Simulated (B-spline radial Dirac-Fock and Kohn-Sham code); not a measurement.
**Auger decay of the N6 hole in Bi⁵⁺**

System: bismuth as Bi⁵⁺, configuration [Xe] 4f14 5d10.

Input file task.json (cfg lists n, l and occupation; rrms is the nuclear radius in fm):

```json
{"items": [{
  "Z": 83,
  "q": 5,
  "cfg": [[1, 0, 2], [2, 0, 2], [2, 1, 6], [3, 0, 2], [3, 1, 6], [3, 2, 10], [4, 0, 2], [4, 1, 6], [4, 2, 10], [4, 3, 14], [5, 0, 2], [5, 1, 6], [5, 2, 10]],
  "A": 209,
  "rrms": 5.5211,
  "do": ["binding", "quiet", "decay"],
  "holes": ["K", "L1", "L2", "L3", "M1", "M2", "M3", "M4", "M5", "N1", "N2", "N3", "N4", "N5", "N6", "N7"]
}]}
```

Launch: `python xray_run.py task.json out`

Calculated with a radial finite-basis atomic code, using one-electron (LDA, Dirac) transition rates at Dirac-Fock energies. Kinetic energies are configuration averages from the vacuum level; the two-hole energies are estimated from single-hole states.

| transition | kinetic energy (eV) | width (meV) | share (%) |
| --- | --- | --- | --- |
| N6-O4O4 | 29.06 | 50.1 | 39.1 |
| N6-O4O5 | 32.12 | 72.8 | 56.8 |
| N6-O5O5 | 35.56 | 5.25 | 4.1 |

The listed channels hold 100 % of the non-radiative rate. Summed by principal shells, of 0.128 eV in all: NOO 100.0 %.
